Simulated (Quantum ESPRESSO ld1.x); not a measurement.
Question: Coherent X-ray form factor from a spherical all-electron density. Calculated with ld1.x of Quantum ESPRESSO 7.5: scalar-relativistic Kohn-Sham, LDA (Slater exchange, Perdew-Zunger correlation), spin-polarised, spherical densities, point nucleus.

sin(theta)/lambda (1/angstrom)  f0 (electrons)
0.05                                    49.888
0.1                                     49.555
0.15                                    49.008
0.2                                     48.258
0.25                                    47.321
0.3                                     46.215
0.4                                     43.587
0.5                                     40.564
0.6                                     37.344
0.8                                     31.012
1                                       25.620
1.25                                    20.735
1.5                                     17.613
2                                       13.962

The species is in the configuration that NIST lists as its ground one. Which atom or ion scatters so?

Answer: The tungsten ion W24+, [Kr] 4d10 4f4. Extrapolating in s^2 from the first two rows gives f0(0) = 50.0, near the electron count 50; among species with that count, the fall with angle is slower the higher Z, and the table is that of Z = 74; from so few rows the species is fixed only to a neighbour or two.
